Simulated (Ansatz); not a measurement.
C3H9As, SMILES `CC[AsH]C`. The species carries charge 0 and has multiplicity 1. All single points use the PBE0-D4/def2-TZVP geometry. It is one conformer, not always the lowest.

```xyz
13

C    -0.511   -0.259    2.021
C    -0.371   -0.507    0.530
As   -0.047    1.166   -0.472
C     0.449    0.354   -2.195
H    -0.735   -1.185    2.558
H     0.409    0.152    2.444
H    -1.315    0.449    2.234
H     0.437   -1.211    0.318
H    -1.291   -0.933    0.120
H     1.387    1.342    0.025
H    -0.457   -0.017   -2.677
H     0.891    1.117   -2.837
H     1.154   -0.468   -2.070
```

Problem. What is the dipole moment at ωB97M-V/def2-TZVPP? (Estimate.)

Solution. The calculation gave: 1.05 D, with components (0.17, -1.02, -0.17) D in this frame, pointing from negative to positive charge.

Problem. And with PBE, r2SCAN, B3LYP? (Best estimate.)

Solution. Ansatz gave: PBE 1.08 D, r2SCAN 1.17 D, B3LYP 1.04 D.

Problem. Give the Mulliken charges with ωB97M-V, r2SCAN, B3LYP in def2-TZVPP. (Estimate.)

Solution. Computed: 
```tsv
atom	ωB97M-V	r2SCAN	B3LYP
C1	-0.31	-0.14	-0.25
C2	-0.30	-0.15	-0.23
As3	0.13	0.15	0.18
C4	-0.46	-0.31	-0.41
H5	0.10	0.04	0.08
H6	0.11	0.05	0.08
H7	0.11	0.05	0.09
H8	0.12	0.06	0.09
H9	0.12	0.06	0.09
H10	-0.01	-0.06	-0.06
H11	0.14	0.09	0.11
H12	0.14	0.09	0.12
H13	0.13	0.08	0.11
```

B3LYP here is the variant with VWN-RPA as its local correlation; programs differ in this.
